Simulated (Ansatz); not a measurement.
Relaxation of F2H5NOSZr (11 atoms, charge 0, multiplicity 1), to a largest force component of 0.03 eV/Å in at most 50 steps.

Method: RKS PBE-D4/def2-SVP (Ansatz).

```xyz
11
Properties=species:S:1:pos:R:3
Zr -0.008 0.136 -0.062
O -0.157 -0.074 1.954
H -0.742 0.315 2.624
F 1.784 0.605 -0.572
N -1.109 1.729 -0.656
H -2.101 1.723 -0.916
H -0.739 2.674 -0.814
F -0.907 -1.351 -0.893
S 1.714 -2.873 1.348
H 0.518 -3.439 1.028
H 1.096 -1.885 2.099
```

Task: Where does it end, and by what steps?

Result: The forces met the threshold. After 9 steps the energy has fallen by 0.157 eV; S9 moved furthest, 0.53 Å. Joined: Zr1–S9 (3.74 → 3.10 Å).

```csv
step,energy less start (eV),largest force component (eV/Å),accepted
0,0.0000,1.156,yes
1,-0.0846,0.245,yes
2,-0.1255,0.320,yes
3,-0.1256,0.388,yes
4,-0.1450,0.161,yes
5,-0.1510,0.226,yes
6,-0.1553,0.065,yes
7,-0.1564,0.096,yes
8,-0.1568,0.137,yes
9,-0.1575,0.007,yes
```

```xyz
11
Properties=species:S:1:pos:R:3
Zr 0.012 0.005 0.057
O -0.252 -0.010 2.012
H -0.718 0.567 2.637
F 1.804 0.559 -0.411
N -1.045 1.601 -0.642
H -2.025 1.593 -0.948
H -0.672 2.546 -0.795
F -0.963 -1.449 -0.780
S 1.587 -2.491 0.999
H 0.505 -3.295 0.806
H 1.116 -2.065 2.206
```

Whether the end is a true minimum wasn't checked by a vibrational analysis.

Run time: 21 s on 4 threads of Arm Neoverse V1, on a shared host, peak memory 0.2 GiB.
